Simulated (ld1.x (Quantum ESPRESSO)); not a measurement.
## What one change does to a pseudopotential (Zn (Z = 30), PAW)

* Element: Zn (Z = 30)
* Generator: ld1.x (Quantum ESPRESSO) 7.5
* Type: PAW
* Functional: Wu–Cohen
* Relativity: scalar-relativistic
* Frozen core: [Ar]
* Valence charge: 12
* Reference configuration: 3d10 4s2 4p0
* Partial waves: 4s (bound): rcut 1.70, rcutus 2.30 bohr; 4s channel at 0.95 Ry: rcut 1.70, rcutus 2.30 bohr; 4p (bound, empty): rcut 2.35, rcutus 3.15 bohr; 4p channel at 4.55 Ry: rcut 2.35, rcutus 3.15 bohr; 3d (bound): rcut 1.00, rcutus 1.40 bohr; 3d channel at 3.6 Ry: rcut 1.00, rcutus 1.40 bohr
* Local potential: all-electron potential smoothed inside 1.60 bohr (lloc = -1)
* Core correction: Bessel-smoothed model core, default radius (core density twice the valence density)
* Augmentation charge: BESSEL, radius 0.95 bohr

Change: augmentation PSQ, inside the norm-conserving radii.

Cutoffs: the cutoffs (Ry, on a coarse ladder) from which the occupation-weighted sum of valence levels, in a spherical-Bessel basis at the reference potential, stays within 10 and 1 mRy of its value at 400 Ry; they do not see the model core or the augmentation charge, which bear on the density cutoff. Errors are all-electron minus pseudo energies relative to the spin-unpolarised reference configuration.

**Question.** What does the change do?

**Answer.** The potential gets neither clearly harder nor softer (55 Ry and 90 Ry → 55 Ry and 90 Ry); of the 7 tests that both files solve, the error grows in 5 and shrinks in 0 by more than 15 % and 0.3 meV (median size 3.6 → 15.2 meV); neither file shows a bound ghost.

| quantity | base | changed |
| --- | --- | --- |
| cutoff, loose | 55 Ry | 55 Ry |
| cutoff, tight | 90 Ry | 90 Ry |
| bound ghosts | none | none |
| error for 3d10 4s1 4p0, meV [ΔE 9.92 eV] | +0.9 | -2.8 |
| error for 3d10 4s0 4p0, meV [ΔE 28.27 eV] | -1.7 | -15 |
| error for 3d9 4s0 4p0, meV [ΔE 68.82 eV] | -158 | -164 |
| error for 3d9 4s2 4p1, meV [ΔE 12.30 eV] | -50 | -90 |
| error for 3d10 4s1 4p1, meV [ΔE 5.17 eV] | -0.5 | -1.1 |
| error for 3d9 4s2 4p0, meV [ΔE 17.95 eV] | -53 | -93 |
| error for 3d10 4s0 4p2, meV [ΔE 10.68 eV] | -3.6 | -3.4 |
| s: phases at 3.38 bohr within 0.05 rad from the reference energy up to (Ry; the scan ends near 5) | 4.0 | 4.0 |
| p: phases at 3.38 bohr within 0.05 rad from the reference energy up to (Ry; the scan ends near 5) | 2.1 | 2.1 |
| d: phases at 3.38 bohr within 0.05 rad from the reference energy up to (Ry; the scan ends near 5) | to the end of the scan | to the end of the scan |
| lowest overlap eigenvalue by channel | s 0.34, p 0.62, d 0.88 | s 0.34, p 0.62, d 0.88 |
